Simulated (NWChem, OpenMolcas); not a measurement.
Predicting a hybrid from its neighbours: AlPNH4OF

AlPNH4OF has 9 atoms, charge 0, and is taken as a singlet. As SMILES, `[NH2][Al]([F])[PH]O`. The shape is that of a PBE0-D4/def2-TZVP optimisation. This is one conformer, not always the lowest.

The HOMO–LUMO gap y, in eV, basis def2-SVP; a is the functional's share of exact exchange. Programs: NWChem 7.3.0, OpenMolcas 26.06.

```
functional     program     a  y (eV)
    revPBE  OpenMolcas     0    4.39
      BLYP  OpenMolcas     0    4.31
     B3LYP  OpenMolcas   0.2    5.99
      PBE0      NWChem  0.25       ?
     BHLYP  OpenMolcas   0.5    8.39
```

Task: Fit y = c + s·a to the known rows and predict PBE0.

Result: 
1. Means of the 4 rows: a = 0.1750, y = 5.770.
2. Σ(Δa)² = 0.1675, Σ(Δa·Δy) = 1.354, so the slope is 1.354/0.1675 = 8.0836.
3. Intercept: 5.770 − (8.0836) × 0.1750 = 4.355. The largest residual of the fit is 0.045.
4. PBE0: 4.355 + (8.0836) × 0.25 = 6.38 eV.

The run gave 6.44 eV, so the prediction is off by -0.06 eV, more than the largest residual. Exact exchange lowers occupied levels and raises empty ones. The rows mix families of semi-local functionals, which the line can't see.
